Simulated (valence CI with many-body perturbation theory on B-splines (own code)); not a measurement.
# Ladder of approximations for Ce XLIII

Computed by valence CI with perturbative core correlation (CI+MBPT): six valence electrons over a frozen Dirac-Fock core [Ne], radial functions for each j: 9 s, 9 p, 8 d, 6 f, 3 g, 1 h, with the one-electron correlation potential Σ1, the two-electron term Σ2, the three-electron term Σ3, Breit, model QED; selected CI, second order for the rest, scaled by the run's own slope (own B-spline code, finite nucleus).

No measured spectrum was set against this ion. As an estimate, large intervals hold to a few tenths of a per cent, small ones and those within an open d or f shell to about a per cent. Among the levels kept, up to 1100 cm⁻¹ of a level comes from second order outside the variational space, and about a tenth of that is noise between levels of different J, which matters for small intervals.

Each rung adds one term. CI alone is the Dirac-Coulomb CI over the frozen core; QED comes last and gives the full result, which names the levels. Energies are above (3s^2 3p1/2^2 3p3/2^2) J=2 on the same rung, in eV.

Levels are named by their leading jj configuration (3d3/2^4 stands for four electrons in 3d with j = 3/2), which in mixed levels can hold well under half, so a name can repeat and another be missing. Letters in brackets count levels of one name in rising energy.

| Level | CI alone |
| --- | --- |
| (3s^2 3p1/2^2 3p3/2^2) J=0 | 14.01 |
| (3s^2 3p1/2 3p3/2^3) J=1 | 108.02 |
| (3s^2 3p1/2 3p3/2^3) J=2 | 115.74 |
| (3s^2 3p1/2^2 3p3/2 3d3/2) J=2 | 171.98 |
| (3s^2 3p1/2^2 3p3/2 3d3/2) J=1 | 176.61 |
| (3s^2 3p1/2^2 3p3/2 3d3/2) J=0 | 177.57 |
| (3s^2 3p1/2^2 3p3/2 3d3/2) J=3 | 178.21 |
| (3s^2 3p1/2^2 3p3/2 3d5/2) J=2 | 200.57 |
| (3s^2 3p1/2^2 3p3/2 3d5/2) J=4 | 201.36 |
| (3s^2 3p1/2^2 3p3/2 3d5/2) J=3 | 219.56 |
| (3s^2 3p1/2^2 3p3/2 3d5/2) J=1 | 225.53 |
| (3s^2 3p3/2^4) J=0 | 229.20 |
| (3s 3p1/2^2 3p3/2^3) J=2 | 239.17 |
| (3s 3p1/2^2 3p3/2^3) J=1 | 253.51 |
| (3s^2 3p1/2 3p3/2^2 3d3/2) J=2 [a] | 274.00 |
| (3s^2 3p1/2 3p3/2^2 3d3/2) J=0 | 274.27 |

Question: What do these energies become with core correlation, Breit and QED?

Answer: (3s^2 3p1/2^2 3p3/2^2) J=0 14.11 (+0.100); (3s^2 3p1/2 3p3/2^3) J=1 107.06 (-0.966); (3s^2 3p1/2 3p3/2^3) J=2 114.52 (-1.227); (3s^2 3p1/2^2 3p3/2 3d3/2) J=2 170.57 (-1.404); (3s^2 3p1/2^2 3p3/2 3d3/2) J=1 175.23 (-1.377); (3s^2 3p1/2^2 3p3/2 3d3/2) J=0 176.43 (-1.144); (3s^2 3p1/2^2 3p3/2 3d3/2) J=3 176.53 (-1.679); (3s^2 3p1/2^2 3p3/2 3d5/2) J=2 198.51 (-2.065); (3s^2 3p1/2^2 3p3/2 3d5/2) J=4 199.01 (-2.346); (3s^2 3p1/2^2 3p3/2 3d5/2) J=3 217.00 (-2.564); (3s^2 3p1/2^2 3p3/2 3d5/2) J=1 223.31 (-2.227); (3s^2 3p3/2^4) J=0 227.09 (-2.109); (3s 3p1/2^2 3p3/2^3) J=2 237.17 (-1.999); (3s 3p1/2^2 3p3/2^3) J=1 251.52 (-1.989); (3s^2 3p1/2 3p3/2^2 3d3/2) J=2 [a] 271.49 (-2.515); (3s^2 3p1/2 3p3/2^2 3d3/2) J=0 271.88 (-2.391).

Question: How does the ionisation energy move along the ladder, and which term matters most?

Answer: CI alone 3278.2, + Σ1 3279.1, + Σ2 3279.2, + Σ3 3278.6, + Breit 3276.3, + QED 3276.2 eV. The largest step is Breit, -2.2 eV. NIST lists 3274 ± 4 eV (theoretical).
